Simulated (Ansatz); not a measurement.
Mulliken charges of F₂H₂OSn (`[OH][SnH]([F])[F]`) from PBE/def2-TZVPP in Ansatz (PBE0-D4/def2-TZVP geometry).

```csv
atom,x (Å),y (Å),z (Å),charge (e)
O1,-0.221,1.146,-1.007,-0.482
Sn2,0.083,-0.083,0.449,1.218
F3,1.585,-1.158,-0.013,-0.427
F4,-1.341,-1.346,0.439,-0.427
H5,-0.331,0.716,-1.860,0.198
H6,0.267,0.661,1.946,-0.080
```

Q: By hand: the dipole of these point charges (1 e Å = 4.8032 D).

A: Σ q r = (0.017, 0.505, 0.326) e Å, of length 0.601 e Å = 2.89 D.

Q: How does the dipole of the full density compare? (Best estimate.)

A: The calculation gave: (-0.003, 0.346, 0.132) e Å, 1.78 D; the point charges give 1.62 times that, at 12° from its direction.

Point charges leave out the atoms' own dipoles, such as those of lone pairs, and Mulliken's split depends on the basis, so the two needn't agree.
